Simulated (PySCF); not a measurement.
Al(H)2(SeH) (AlH3Se), SMILES [AlH2][SeH]. The structure is a stationary point at r2SCAN-D4/def2-TZVP.

Method: r2SCAN-D4/def2-TZVP (PySCF 2.14.0).

Harmonic wavenumbers (cm⁻¹): 352, 387, 404, 569, 622, 765, 1940, 1960, 2428. Rotational constants (GHz): 83.20, 4.203, 4.001; symmetry number 1.

Problem. Work out the zero-point energy and the ideal-gas rigid-rotor harmonic-oscillator thermochemistry at 298.15 K and 1 atm.

Solution. ZPE = ½ Σ hcν = ½ × 9427 cm⁻¹ = 56.38 kJ/mol. H − E(el) = 69.99 kJ/mol. Entropy in J/(mol K): translation 167.25, rotation 96.05, vibration 17.90, total 281.20. G − E(el) = -13.86 kJ/mol. Cp = 64.04 J/(mol K).
